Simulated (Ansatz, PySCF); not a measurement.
Si(Cl)(OH)2(OMe) (CH5ClO3Si), SMILES CO[Si](Cl)(O)O. Atoms are numbered in the order given.

```xyz
11

C      2.3794    -0.4874     0.1390
O      1.1330    -0.9958    -0.2947
Si    -0.3368    -0.3792     0.0710
O     -0.6073    -0.5314     1.6824
O     -1.5112    -1.1707    -0.7584
Cl    -0.3482     1.6349    -0.4581
H      2.4953    -0.5949     1.2311
H      3.1785    -1.0579    -0.3569
H      2.4914     0.5792    -0.1232
H     -1.4391    -0.1933     2.0337
H     -1.4899    -1.1159    -1.7210
```

The structure is a stationary point at B3LYP-D3(BJ)/def2-SVP. Other conformers were not sampled.

Two levels are set side by side: PBE-D3(BJ)/def2-SVP (Ansatz, a quantum-chemistry and plane-wave program) and B3LYP-D3(BJ)/def2-SVP (Ansatz). Each level has its own optimised geometry; the coordinates shown are those of the second. Frequencies come from the Hessian of PySCF at each geometry. Differences are taken from unrounded values.

| quantity | B3LYP-D3(BJ) |
|---|---|
| mean bond length (Å) | 1.365 |
| bond C1–O2 (Å) | 1.414 |
| bond O2–Si3 (Å) | 1.635 |
| bond Si3–O4 (Å) | 1.641 |
| bond Si3–O5 (Å) | 1.641 |
| bond Si3–Cl6 (Å) | 2.083 |
| bond C1–H7 (Å) | 1.104 |
| bond C1–H8 (Å) | 1.100 |
| bond C1–H9 (Å) | 1.104 |
| bond O4–H10 (Å) | 0.964 |
| bond O5–H11 (Å) | 0.964 |
| highest harmonic wavenumber (cm⁻¹) | 3884 |
| mean harmonic wavenumber (cm⁻¹) | 1185 |
| zero-point energy (kcal/mol) | 45.74 |

### Question
What does PBE-D3(BJ) give, and how far is it from B3LYP-D3(BJ)? (An estimate is asked for; the answer gives what the named calculation found.)

### Answer

```json
[
 {"quantity": "mean bond length (Å)", "PBE-D3(BJ)": "1.375", "PBE-D3(BJ) minus B3LYP-D3(BJ)": "0.009"},
 {"quantity": "bond C1–O2 (Å)", "PBE-D3(BJ)": "1.419", "PBE-D3(BJ) minus B3LYP-D3(BJ)": "0.005"},
 {"quantity": "bond O2–Si3 (Å)", "PBE-D3(BJ)": "1.650", "PBE-D3(BJ) minus B3LYP-D3(BJ)": "0.015"},
 {"quantity": "bond Si3–O4 (Å)", "PBE-D3(BJ)": "1.654", "PBE-D3(BJ) minus B3LYP-D3(BJ)": "0.013"},
 {"quantity": "bond Si3–O5 (Å)", "PBE-D3(BJ)": "1.655", "PBE-D3(BJ) minus B3LYP-D3(BJ)": "0.013"},
 {"quantity": "bond Si3–Cl6 (Å)", "PBE-D3(BJ)": "2.089", "PBE-D3(BJ) minus B3LYP-D3(BJ)": "0.006"},
 {"quantity": "bond C1–H7 (Å)", "PBE-D3(BJ)": "1.112", "PBE-D3(BJ) minus B3LYP-D3(BJ)": "0.009"},
 {"quantity": "bond C1–H8 (Å)", "PBE-D3(BJ)": "1.108", "PBE-D3(BJ) minus B3LYP-D3(BJ)": "0.008"},
 {"quantity": "bond C1–H9 (Å)", "PBE-D3(BJ)": "1.113", "PBE-D3(BJ) minus B3LYP-D3(BJ)": "0.009"},
 {"quantity": "bond O4–H10 (Å)", "PBE-D3(BJ)": "0.973", "PBE-D3(BJ) minus B3LYP-D3(BJ)": "0.009"},
 {"quantity": "bond O5–H11 (Å)", "PBE-D3(BJ)": "0.973", "PBE-D3(BJ) minus B3LYP-D3(BJ)": "0.009"},
 {"quantity": "highest harmonic wavenumber (cm⁻¹)", "PBE-D3(BJ)": "3774", "PBE-D3(BJ) minus B3LYP-D3(BJ)": "-110"},
 {"quantity": "mean harmonic wavenumber (cm⁻¹)", "PBE-D3(BJ)": "1153", "PBE-D3(BJ) minus B3LYP-D3(BJ)": "-32"},
 {"quantity": "zero-point energy (kcal/mol)", "PBE-D3(BJ)": "44.49", "PBE-D3(BJ) minus B3LYP-D3(BJ)": "-1.25"}
]
```

Exact exchange shortens and stiffens bonds; PBE has none. Differences between two approximate levels are no errors against the true value.
